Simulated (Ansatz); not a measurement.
Reaction (ligand exchange at a Ti–Br bond): `[F][Ti]([F])([Cl])[Br]` + H–F → `[F][Ti]([F])([F])[Cl]` + HBr

Program: Ansatz. Geometries: PBE0-D4/def2-TZVP. ΔE: electronic, gas phase. CCSD(T)/CBS adds triple-zeta CCSD(T) − MP2 to the extrapolated MP2 energy (def2 sets, frozen cores). This one scheme is used for every species. DFT in def2-TZVPP. B3LYP here is the variant with VWN-RPA as its local correlation; programs differ in this. For Br, Ti outer-core shells are correlated without core-valence functions, which leaves a few kJ/mol of doubt a bond. Scalar relativity is left out up to krypton.

(1) Is it downhill or uphill in electronic energy at CCSD(T)/CBS, and by how much? (Best estimate.)

(2) What do these levels give: PBE-D4, r2SCAN0-D4, PBE-QIDH, B3LYP, LC-ωPBE, MP2/def2-SVP? (An estimate is asked.)

Largest T1 diagnostic among the species: 0.024, so the coupled-cluster value is less sure than usual.

## Answers

(1) The calculation gave: Downhill: ΔE = -9.2 kJ/mol.

(2) Computed: PBE-D4 -21.4, r2SCAN0-D4 -18.9, PBE-QIDH -11.8, B3LYP -28.7, LC-ωPBE -38.8, MP2/def2-SVP -30.9 kJ/mol.

The D4 term adds +6.5 kJ/mol with B3LYP and +3.5 kJ/mol with PBE0; it sums over pairs of atoms, weighted by their polarisabilities, and B3LYP, whose exchange is more repulsive, gets the larger term. In def2-TZVPP, CCSD(T) changes the Hartree–Fock value by +16.0 kJ/mol (the triples alone add +7.3 kJ/mol) and MP2 by +28.8 kJ/mol.
